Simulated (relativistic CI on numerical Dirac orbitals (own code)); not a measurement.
**Gd XV: q coefficients and field-shift factors**

Computed by Dirac-Coulomb-Breit CI, KLI orbitals optimised for each configuration, derivatives by finite differences, unscaled Slater integrals, QED left out (own radial code, finite nucleus).

Configurations in the expansion (outside the closed core [Kr] 4d10): 4f2 5s2, 4f4, 4f3 5s, 4f2 5s 5p, 4f3 5p, 5s2 5p2, 4f 5s2 5p, 4f 5s 5p2. Levels of other configurations are missing.

With x = (α/α₀)² − 1 an excitation energy changes as ω = ω₀ + qx; K = 2q/ω₀ is the relative enhancement. Terms are leading LS components, so labels can repeat. The field-shift factor is F = δν/δ⟨r²⟩ for the transition from the lowest level.

Lowest level 4f3 5s 5I°_4.

| Level | ω₀ (cm⁻¹) | q (cm⁻¹) | K | F (GHz/fm²) |
| --- | --- | --- | --- | --- |
| 4f3 5s 5I°_5 | 2735.9 | 2487 | 1.82 | 0.0465 |
| 4f3 5s 5I°_6 | 6139.1 | 5876 | 1.91 | 0.201 |
| 4f3 5s 5I°_7 | 9937.0 | 9431 | 1.9 | 0.378 |
| 4f3 5s 5I°_8 | 13967.8 | 12880 | 1.84 | 0.549 |
| 4f4 5I_4 | 15636.5 | 146600 | 18.7 | -152 |
| 4f4 5I_5 | 18580.0 | 149800 | 16.1 | -152 |
| 4f3 5s 3I°_5 | 18723.6 | 4442 | 0.475 | -3.37 |
| 4f4 5I_6 | 21731.4 | 152800 | 14.1 | -152 |
| 4f3 5s 5F°_1 | 24614.3 | 1954 | 0.159 | 0.27 |
| 4f3 5s 3I°_6 | 24736.9 | 10330 | 0.835 | -3.18 |
| 4f4 5I_7 | 24989.7 | 155600 | 12.5 | -152 |
| 4f3 5s 5F°_2 | 25947.9 | 3321 | 0.256 | 0.318 |
| 4f3 5s 5F°_3 | 27812.4 | 5365 | 0.386 | 0.413 |

At this charge transitions that keep the count of f electrons are usually good to a few per cent. Terms inside the open d or f shell come out 10 to 20 % too wide with unscaled integrals. Levels and lines within the n = 5 or 6 shells can be off by up to 10 % or somewhat more, and those that change n by about 2 %, since core polarisation is missing. Levels that differ in their count of f electrons can be misplaced by several ten thousand cm⁻¹, since the correlation energy of f electrons is missing or only estimated; rates across such gaps can be off by orders of magnitude.
